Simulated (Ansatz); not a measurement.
Coupled-cluster run, `CO[SiH2]N[SiH2]Cl`.

```yaml
crystal:
  periodic: [false, false, false]
  atoms:
    - {symbol: C, position_ang: [0.002279, -1.528516, -1.574331]}
    - {symbol: O, position_ang: [1.042064, -1.025405, -0.764955]}
    - {symbol: Si, position_ang: [1.212343, 0.557099, -0.389035]}
    - {symbol: N, position_ang: [-0.167335, 1.220624, 0.417114]}
    - {symbol: Si, position_ang: [-0.821695, 0.721704, 1.915442]}
    - {symbol: Cl, position_ang: [-2.304895, -0.700817, 1.702138]}
    - {symbol: H, position_ang: [-0.007688, -1.046989, -2.559361]}
    - {symbol: H, position_ang: [0.167189, -2.597686, -1.714434]}
    - {symbol: H, position_ang: [-0.973887, -1.384793, -1.100094]}
    - {symbol: H, position_ang: [1.386420, 1.384986, -1.612910]}
    - {symbol: H, position_ang: [2.394236, 0.590387, 0.496924]}
    - {symbol: H, position_ang: [-0.732068, 1.852155, -0.133441]}
    - {symbol: H, position_ang: [0.263954, 0.099557, 2.702147]}
    - {symbol: H, position_ang: [-1.460926, 1.857676, 2.614804]}
basis:
  gaussian: {orbitals: def2-TZVPP}
correlation: {method: ccsd_t}
```

```sh
$ ansatz run in.yaml --threads 2 --pin off --events-out ev --progress --plain --max-ram 22528MiB --backend cuda --devices 0, --max-vram 18GiB
```

The program prints (abridged):

```
Functional definition: HF
1929 factors; integrals over basis functions are off by at most 1.0e-3 eV
mean field evaluation 1: about -32906.2035 eV, gradient 4.6e1 eV
mean field evaluation 2: about -32906.5802 eV, gradient 4.7e1 eV
mean field evaluation 4: about -32911.3094 eV, gradient 4.6e0 eV
mean field evaluation 8: about -32911.3851 eV, gradient 2.8e-1 eV
mean field -32911.38542699 eV, -1209.4711063036 hartree, gradient 3.9e-6 eV, S^2 0.000000; 0 other end points of the search recorded, 0 dependent functions left out
18 core orbitals not correlated: weight in the atoms' cores, before any rotation towards them, 1.000 or more for the frozen orbitals, at most 0.000 for the correlated occupied ones
reference -32911.38542699 eV, -1209.4711063036 hartree; 19, 19 occupied and 294, 294 virtual orbitals, 1929 factors
second order -28.67882372 eV of doubles, -0.00000000 eV of singles
cycle   1  -29.57039118 eV  change   -8.9e-1 eV  update   1.1e-1
cycle   2  -30.28636143 eV  change   -7.2e-1 eV  update   3.2e-2
cycle   3  -30.42686782 eV  change   -1.4e-1 eV  update   1.6e-2
cycle   4  -30.41317993 eV  change    1.4e-2 eV  update   3.5e-3
cycle   5  -30.41179447 eV  change    1.4e-3 eV  update   1.7e-3
cycle   6  -30.41245381 eV  change   -6.6e-4 eV  update   5.0e-4
cycle   7  -30.41222601 eV  change    2.3e-4 eV  update   2.0e-4
cycle   8  -30.41217189 eV  change    5.4e-5 eV  update   5.9e-5
cycle   9  -30.41219657 eV  change   -2.5e-5 eV  update   2.2e-5
perturbative correction -1.16046101 eV, -0.0426461555 hartree
Total energy: -32942.95808457 eV, -1210.6313800689 hartree
```

Run time 8.5 s (2 threads of an AMD EPYC 7R13 on a shared host and a share of an NVIDIA H100 80 GB); peak host memory 0.88 GiB.

MP2 recovers 90.8 % of the CCSD(T) correlation energy and the triples give 3.7 %; T1 = 0.0108.
